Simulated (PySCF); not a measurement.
**C₆ coefficients of unlike pairs at UHF**

Calculated with PySCF 2.14 from the dipole response of each species, C₆(A,B) = (3/π) ∫ α_A(iu) α_B(iu) du, in atomic units, from isotropic polarisabilities. For ions this is the dispersion term alone; charge-induced terms of lower order in 1/R come first.

```csv
species,configuration,basis,relativity,α (bohr³),C₆ (like pair)
Ti,[Ar] 3d2 4s2 (3F),dyall-av2z (16s12p7d2f),none,159.3,1777
O⁺,[He] 2s2 2p3 (4S),aug-cc-pVTZ-DK (5s4p3d2f),spin-free X2C,2.632,4.991
Bi,[Xe] 4f14 5d10 6s2 6p3 (4S),"aug-cc-pVTZ-PP with one added diffuse shell each of d, f type with ECP60MDF (6s5p5d3f)",core potential,50.14,598.1
Xe⁺,[Kr] 4d10 5s2 5p5 (2P),"x2c-QZVPPall with one added diffuse shell each of s, p, d, f type (14s10p8d5f1g)",spin-free X2C,17.79,155.1
```

(1) Estimate C₆ for Xe⁺ with O⁺.

No spin-orbit coupling is included, so Bi, close to jj coupling, stand for model states.

The other pairs:

```csv
pair,C₆
"Bi, Ti",930.8
"Xe⁺, Ti",399.3
"Xe⁺, Bi",290.9
"O⁺, Ti",63.04
"Bi, O⁺",48.53
```

## Answers

(1) The integral gives 27.25. The combination rule 2 C_A C_B / (C_A α_B/α_A + C_B α_A/α_B) gives 27.32 and the geometric mean 27.82.
